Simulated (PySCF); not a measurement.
A series of derivatives of N[SiH2]N

Parent skeleton `[NH2:1][SiH2:2][NH2:3]`; one hydrogen on atom 1 is replaced by X. Hydrogens on one atom are averaged.

Theory: σ from GIAO-PBE0/pcSseg-1, geometry from PBE0-D3(BJ)/def2-SVP, in PySCF 2.14 (no solvent, non-relativistic Hamiltonian, one computed conformer, one averaged value for each set of equivalent atoms).

Shifts are taken against calculated references (same method and geometry level): ¹⁵N against NH3; ²⁹Si, ¹H vs TMS.

Parent (X = H): N1 20.2, Si2 -41.1, N3 20.2, H(Si2) 4.88 ppm. Effects are Δδ = δ(X) − δ(H), positive for deshielding.

Known members:
| X | N1 | Si2 | N3 | H(Si2) |
| --- | --- | --- | --- | --- |
| BMe2 | +105.6 | +1.4 | -4.5 | +0.24 |
| Ph | +65.4 | -1.4 | -8.7 | +0.36 |
| nPr | +27.2 | -3.2 | -1.8 | -0.03 |
| CHO | +127.2 | -3.8 | +6.2 | -0.19 |

Four more derivatives gave (Δδ, ppm):
```tsv
compound	N1	Si2	N3	H(Si2)
1	+10.3	+8.9	+0.5	-0.04
2	+127.9	+14.8	+0.9	+0.06
3	+33.3	-6.1	-5.8	+0.19
4	+52.9	-3.1	-8.1	+0.22
```

Problem. Their substituents are BH2, CH2CF3, iPr, tBu. Which is which?

Solution. 1: X = CH2CF3 (N[SiH2]NCC(F)(F)F); 2: X = BH2 (BN[SiH2]N); 3: X = iPr (CC(C)N[SiH2]N); 4: X = tBu (CC(C)(C)N[SiH2]N).

Experimental scales use liquid or dissolved standards, which lie at an offset from isolated NH3 (liquid NH3: subtract about 20 ppm).
